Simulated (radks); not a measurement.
Values are calculated unless marked as measured or tabulated.
Problem. Species: neutral lutetium. Configuration: [Xe] 4f14 5d1.5 6s1 6p0.5 (fractional occupations, a model configuration). Code: a radial shooting solver on a logarithmic mesh with Libxc functionals. Model: Dirac Kohn-Sham, PBE, spin-unpolarised, spherical densities, point nucleus; open shells are shared between the two j in proportion to 2j + 1.

Spin-orbit splittings of the eigenvalues, e(l+1/2) - e(l-1/2), with zeta = 2 splitting/(2l+1) and mean radii in bohr:

| shell | occ. | splitting (eV) | zeta (eV) | <r> j=l-1/2 | <r> j=l+1/2 |
|---|---|---|---|---|---|
| 2p | 6 | 1118 | 745.1 | 0.06740 | 0.07502 |
| 3p | 6 | ? | ? | 0.2020 | 0.2162 |
| 3d | 10 | 52.04 | 20.82 | 0.1898 | 0.1942 |
| 4p | 6 | 54.24 | 36.16 | 0.4850 | 0.5176 |
| 4d | 10 | 9.901 | 3.960 | 0.5409 | 0.5524 |
| 4f | 14 | 1.522 | 0.4349 | 0.7167 | 0.7333 |
| 5p | 6 | 6.852 | 4.568 | 1.318 | 1.433 |
| 5d | 1.5 | 0.3134 | 0.1254 | 2.837 | 3.017 |
| 6p | 0.5 | 0.3237 | 0.2158 | 5.050 | 5.518 |

Estimate the 3p splitting.

Solution. 238.4 eV (zeta = 158.9 eV).
